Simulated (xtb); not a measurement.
aluminum atom (Al), doublet (GFN-xTB shapes and energies of metal compounds can be far from the true ones), atoms displaced at random by about 0.06 Å a coordinate; GFN2-xTB run with xtb.

The xtb input:
```
$ xtb mol.xyz --gfn 2 --chrg 0 --uhf 1 --ohess --json

# file mol.xyz
1

Al    -0.02728380    -0.11057585    -0.03559503
```

Output, abridged:

```
   ID    Z sym.   atoms
    1   13 Al     1

           -------------------------------------------------
          |                Calculation Setup                |
           -------------------------------------------------

           -------------------------------------------------
          |                 G F N 2 - x T B                 |
           -------------------------------------------------

          ...................................................
          :                      SETUP                      :
          :.................................................:
          :  # basis functions                  10          :
          :  # atomic orbitals                   9          :
          :  # shells                            3          :
          :  # electrons                         3          :
          :  max. iterations                   250          :
          :  Hamiltonian                  GFN2-xTB          :
          :  restarted?                      false          :
          :  GBSA solvation                  false          :
          :  PC potential                    false          :
          :  electronic temp.          300.0000000     K    :
          :  accuracy                    1.0000000          :
          :  -> integral cutoff          0.2500000E+02      :
          :  -> integral neglect         0.1000000E-07      :
          :  -> SCF convergence          0.1000000E-05 Eh   :
          :  -> wf. convergence          0.1000000E-03 e    :
          :  Broyden damping             0.4000000          :
          :  net charge                          0          :
          :  unpaired electrons                  1          :
          ...................................................

 iter      E             dE          RMSdq      gap      omega  full diag
   1     -0.9053286 -0.905329E+00  0.286E-10    0.00       0.0  T
   2     -0.9053286  0.155431E-14  0.914E-11    0.00       0.0  T
   3     -0.9053286 -0.122125E-14  0.107E-10    0.00       0.0  T

   *** convergence criteria satisfied after 3 iterations ***

         :::::::::::::::::::::::::::::::::::::::::::::::::::::
         ::                     SUMMARY                     ::
         :::::::::::::::::::::::::::::::::::::::::::::::::::::
         :: total energy              -0.905328611479 Eh    ::
         :: gradient norm              0.000000000000 Eh/a0 ::
         :: HOMO-LUMO gap              0.000000000000 eV    ::
         ::.................................................::
         :: SCC energy                -0.905328611479 Eh    ::
         :: -> isotropic ES            0.000000000000 Eh    ::
         :: -> anisotropic ES          0.000000000000 Eh    ::
         :: -> anisotropic XC          0.000000000000 Eh    ::
         :: -> dispersion              0.000000000000 Eh    ::
         :: repulsion energy           0.000000000000 Eh    ::
         :: add. restraining           0.000000000000 Eh    ::
         :: total charge              -0.000000000000 e     ::
         :::::::::::::::::::::::::::::::::::::::::::::::::::::

      -----------------------------------------------------------
     |                   =====================                   |
     |                        A N C O P T                        |
     |                   =====================                   |
     |               Approximate Normal Coordinate               |
     |                Rational Function Optimizer                |
      -----------------------------------------------------------
      -----------------------------------------------------------
     |                   =====================                   |
     |                        A N C O P T                        |
     |                   =====================                   |
     |               Approximate Normal Coordinate               |
     |                Rational Function Optimizer                |
      -----------------------------------------------------------
================
 final structure:
================
1
 xtb: 6.7.1 (edcfbbe)
Al          -0.02728380000000       -0.11057585000000       -0.03559503000000

 Bond Distances (Angstroems)
 ---------------------------

 selected bond angles (degree)
 --------------------

 selected dihedral angles (degree)
 ---------------------------------

           -------------------------------------------------
          |                Final Singlepoint                |
           -------------------------------------------------

          ...................................................
          :                      SETUP                      :
          :.................................................:
          :  # basis functions                  10          :
          :  # atomic orbitals                   9          :
          :  # shells                            3          :
          :  # electrons                         3          :
          :  max. iterations                   250          :
          :  Hamiltonian                  GFN2-xTB          :
          :  restarted?                      false          :
          :  GBSA solvation                  false          :
          :  PC potential                    false          :
          :  electronic temp.          300.0000000     K    :
          :  accuracy                    1.0000000          :
          :  -> integral cutoff          0.2500000E+02      :
          :  -> integral neglect         0.1000000E-07      :
          :  -> SCF convergence          0.1000000E-05 Eh   :
          :  -> wf. convergence          0.1000000E-03 e    :
          :  Broyden damping             0.4000000          :
          :  net charge                          0          :
          :  unpaired electrons                  1          :
          ...................................................

[...]
         :: total energy              -0.905328611479 Eh    ::
[...]
      -------------------------------------------------------------
         1        2.0000           -0.3428351              -9.3290
         2        0.3333           -0.2178443              -5.9278 (HOMO)
         3        0.3333           -0.2178443              -5.9278 (LUMO)
         4        0.3333           -0.2178443              -5.9278
         5                         -0.1118034              -3.0423
         6                         -0.1118034              -3.0423
         7                         -0.1118034              -3.0423
         8                         -0.1118034              -3.0423
         9                         -0.1118034              -3.0423
      -------------------------------------------------------------
                  HL-Gap            0.0000000 Eh            0.0000 eV
             Fermi-level           -0.2494213 Eh           -6.7871 eV

     #   Z          covCN         q      C6AA      α(0)
     1  13 Al       0.000     0.000   551.912    60.858

 Mol. C6AA /au·bohr⁶  :        551.911958
 Mol. C8AA /au·bohr⁸  :      52895.772532
 Mol. α(0) /au        :         60.858365

Wiberg/Mayer (AO) data.
largest (>0.10) Wiberg bond orders for each atom

 ---------------------------------------------------------------------------
     #   Z sym  total        # sym  WBO       # sym  WBO       # sym  WBO
 ---------------------------------------------------------------------------
     1  13 Al   0.000
 ---------------------------------------------------------------------------

molecular dipole:
                 x           y           z       tot (Debye)
 q only:       -0.000      -0.000      -0.000
   full:       -0.000      -0.000      -0.000       0.000
molecular quadrupole (traceless):
                xx          xy          yy          xz          yz          zz
 q only:       -0.000       0.000       0.000       0.000       0.000      -0.000
  q+dip:       -0.000       0.000       0.000       0.000       0.000      -0.000
   full:        0.000      -0.000      -0.000      -0.000      -0.000       0.000

           -------------------------------------------------
          |               Frequency Printout                |
           -------------------------------------------------
 vibrational frequencies (cm⁻¹)
eigval :        0.19     0.19     0.19
 reduced masses (amu)
Molecule has the following symmetry elements: (i) (Cinf) (sigma)
It seems to be the Kh point group
   1:  0.00   2:  0.00   3:  0.00
 IR intensities (km·mol⁻¹)
   1:  0.00   2:  0.00   3:  0.00
 Raman intensities (Ä⁴*amu⁻¹)
   1:  0.00   2:  0.00   3:  0.00
 output can be read by thermo (or use thermo option).
 writing <g98.out> molden fake output.
 recommended (thermochemical) frequency scaling factor: 1.0
           -------------------------------------------------
          |             Thermodynamic Functions             |
           -------------------------------------------------

Kh  symmetry found (for desy threshold:  0.10E+00) used in thermo

          ...................................................
          :                      SETUP                      :
          :.................................................:
          :  # frequencies                           0      :
          :  # imaginary freq.                       0      :
          :  linear?                              true      :
          :  only rotor calc.                     true      :
          :  symmetry                               Kh      :
          :  rotational number                       1      :
          :  scaling factor                  1.0000000      :
          :  rotor cutoff                   50.0000000 cm⁻¹ :
          :  imag. cutoff                  -20.0000000 cm⁻¹ :
          :.................................................:

    mode    ω/cm⁻¹     T·S(HO)/kcal·mol⁻¹    T·S(FR)/kcal·mol⁻¹   T·S(vib)
   ------------------------------------------------------------------------
   ------------------------------------------------------------------------

   temp. (K)  partition function   enthalpy   heat capacity  entropy
                                   cal/mol     cal/K/mol   cal/K/mol   J/K/mol
 298.15  VIB   1.00                    0.000      0.000      0.000
         ROT   1.00                    0.000      0.000      0.000
         INT   1.00                    0.000      0.000      0.000
         TR   0.136E+27             1481.254      4.968     35.797
         TOT                        1481.2539     4.9681    35.7969   149.7741

       T/K    H(0)-H(T)+PV         H(T)/Eh          T*S/Eh         G(T)/Eh
   ------------------------------------------------------------------------
    298.15    0.236053E-02    0.236053E-02    0.170083E-01   -0.146477E-01
   ------------------------------------------------------------------------

         :::::::::::::::::::::::::::::::::::::::::::::::::::::
         ::                  THERMODYNAMIC                  ::
         :::::::::::::::::::::::::::::::::::::::::::::::::::::
         :: total free energy          -0.919976334813 Eh   ::
         ::.................................................::
         :: total energy               -0.905328611479 Eh   ::
         :: zero point energy           0.000000000000 Eh   ::
         :: G(RRHO) w/o ZPVE           -0.014647723335 Eh   ::
         :: G(RRHO) contrib.           -0.014647723335 Eh   ::
         :::::::::::::::::::::::::::::::::::::::::::::::::::::

optimized geometry written to: xtbopt.xyz

           -------------------------------------------------
          | TOTAL ENERGY               -0.905328611479 Eh   |
          | TOTAL ENTHALPY             -0.902968083099 Eh   |
          | TOTAL FREE ENERGY          -0.919976334813 Eh   |
          | GRADIENT NORM               0.000000000000 Eh/α |
          | HOMO-LUMO GAP               0.000000000002 eV   |
           -------------------------------------------------

normal termination of xtb
```
